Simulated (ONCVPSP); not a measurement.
# Potentials for nickel (Ni) compared

Generated with ld1.x 7.5 (TM, RRKJ, ultrasoft, PAW), atompaw 4.2 or ONCVPSP 4.0.1. The cutoff is in Ry: for ld1.x and atompaw files where the sum of valence levels is converged to 10 mRy in a Bessel basis, for ONCV files where the hardest occupied wave has 1 mHa per electron of residual kinetic energy. The error is the largest all-electron minus pseudo excitation energy over each file’s own four to seven test configurations (ionisations up to +4, promotions, holes and added fractions of an electron), all of which were solved. The labels leave out finer settings (local radius, basis sizes, second energies), which also bear on the numbers. Spin-polarised tests are not counted. The rows are a selection from randomly drawn settings: files with unsolved tests, undetermined cutoffs or missed reference levels are left out.

A true bound ghost makes a file unfit for plane-wave use even where its test errors are small: the radial tests pick states by their node count and pass the ghost by.

```csv
potential,cutoff (Ry),largest error (meV),bound ghosts
"ONCV, LDA (Perdew-Wang 92), fully relativistic, rc 1.45/1.00/1.40 (spd), local smoothed, core correction yes, reference 3s2 3p6 3d8 4s1, qcut 10.9/11.5/11.1, projectors 2/1/2",101,+313,none
"ONCV, PBE, scalar-relativistic, rc 1.15/1.15/1.10 (spd), local smoothed, core correction yes, reference 3s2 3p6 3d8 4s1, qcut 8.5/11.4/12.2, projectors 2/2/2",135,+3.1,none
"ONCV, PBEsol, scalar-relativistic, rc 1.50/1.20/1.20 (spd), local d, core correction yes, reference 3s2 3p6 3d8 4s2, qcut 10.6/13.8/11.1, projectors 2/2/0",108,-615,s
"ONCV, PBEsol, scalar-relativistic, rc 1.95/1.15/1.50/1.70 (spdf), local smoothed, core correction yes, reference 3p6 3d8 4s2, qcut 3.4/13.5/9.2/7, projectors 2/1/1/3",88,+74,s
"ONCV, PBE, scalar-relativistic, rc 1.05/0.75/1.45 (spd), local smoothed, core correction yes, reference 3s2 3p6 3d8 4s2, qcut 10.5/10.9/9.6, projectors 2/2/3",301,-356,none
"ONCV, PBE, scalar-relativistic, rc 1.10/1.10/1.25 (spd), local smoothed, core correction yes, reference 3s2 3p6 3d8 4s2, qcut 13.8/11.4/13.3, projectors 2/2/1",134,-143,none
```

Problem. Fill in the row for Ni: ONCV, LDA (Perdew-Wang 92), fully relativistic, rc 1.05/1.15/1.05 (spd), local smoothed, core correction yes, reference 3s2 3p6 3d8 4s2, qcut 10.2/10.1/14.9, projectors 2/2/2.

Solution. cutoff 173 Ry, largest error +9.6 meV, bound ghosts: none.

Problem. Fill in the row for Ni: ONCV, PBE, fully relativistic, rc 2.50/2.15/1.15 (spd), local smoothed, core correction yes, reference 3d8 4s2, qcut 2.8/3.6/15.6, projectors 2/2/1.

Solution. cutoff 167 Ry, largest error -590 meV, bound ghosts: s.

Problem. Fill in the row for Ni: ONCV, PBE, scalar-relativistic, rc 1.35/1.45/1.45 (spd), local smoothed, core correction no, reference 3s2 3p6 3d8 4s1 4p1, qcut 9.1/10/11.4, projectors 2/2/3.

Solution. cutoff 98 Ry, largest error -101 meV, bound ghosts: none.
